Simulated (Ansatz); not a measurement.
CH$_{8}$O$_{2}$Si$_{2}$ (`C[SiH2][SiH](O)O`), relaxed with RKS PBE0-D4/def2-TZVP in Ansatz from a PBE-D4/def2-SVP geometry. The force threshold is 0.005 eV/Å; the program also tests the step.

Charge 0, multiplicity 1.

Start:

```xyz
13

C     1.232    0.899    1.213
Si    1.013    0.454   -0.622
Si   -1.017   -0.701   -0.868
O    -0.985   -2.182   -0.058
O    -2.127    0.382   -0.200
H     0.369    1.503    1.559
H     2.159    1.482    1.378
H     1.288   -0.013    1.841
H     2.160   -0.411   -1.084
H     1.015    1.705   -1.465
H    -1.413   -1.100   -2.264
H    -0.630   -2.140    0.847
H    -3.063    0.121   -0.277
```

Q: By how much does the energy fall, and how many steps does the optimiser take? (Estimate.)

A: The calculation gave: 7.91 kJ/mol, in 9 steps.

Q: Which bonds change most? (Best estimate.)

A: The calculation gave: Si3–O5 from 1.688 to 1.651 Å; Si3–O4 from 1.688 to 1.651 Å; C1–Si2 from 1.900 to 1.880 Å; Si3–H11 from 1.505 to 1.487 Å.

Q: Give the relaxed structure. (Estimate.)

A: Ansatz gave: 
```xyz
13

C     1.281    0.926    1.218
Si    1.000    0.459   -0.581
Si   -1.017   -0.708   -0.844
O    -1.021   -2.175   -0.088
O    -2.152    0.318   -0.223
H     0.447    1.525    1.589
H     2.199    1.506    1.330
H     1.368    0.036    1.846
H     2.124   -0.390   -1.072
H     0.965    1.685   -1.429
H    -1.348   -1.064   -2.249
H    -0.772   -2.196    0.837
H    -3.074    0.079   -0.335
```
